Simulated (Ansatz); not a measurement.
Frontier orbitals of CH6O3Si, SMILES `CO[SiH](O)O`.

| atom | x (Å) | y (Å) | z (Å) |
| --- | --- | --- | --- |
| C1 | -1.043 | 0.253 | -1.384 |
| O2 | -0.156 | 0.700 | -0.384 |
| Si3 | 0.724 | -0.300 | 0.566 |
| O4 | -0.166 | -1.224 | 1.573 |
| O5 | 1.688 | 0.675 | 1.455 |
| H6 | -0.576 | -0.494 | -2.036 |
| H7 | -1.945 | -0.186 | -0.944 |
| H8 | -1.333 | 1.110 | -1.994 |
| H9 | 1.459 | -1.265 | -0.275 |
| H10 | -0.543 | -0.800 | 2.346 |
| H11 | 1.891 | 1.531 | 1.077 |

The species carries charge 0 and has multiplicity 1. The geometry is a stationary point of PBE0-D4/def2-TZVP. It is one conformer, not always the lowest. Basis def2-TZVPP, the Gaussian-basis code of Ansatz.

| functional | HOMO (eV) | LUMO (eV) | gap (eV) |
| --- | --- | --- | --- |
| PBE | -6.81 | 0.01 | 6.82 |
| BLYP | -6.73 | -0.03 | 6.70 |
| PBE0 | -8.43 | 0.92 | 9.35 |
| r2SCANh | -7.77 | 1.00 | 8.77 |
| BHLYP | -10.01 | 1.57 | 11.58 |
| ωB97M-V | -10.87 | 2.38 | 13.25 |

From PBE to PBE0 the HOMO moves by −1.62 eV and the LUMO by +0.91 eV, and with ωB97M-V by −4.05 and +2.36 eV, so the gap grows from 6.83 to 13.24 eV with exact exchange. A positive LUMO is unbound and depends on the basis.
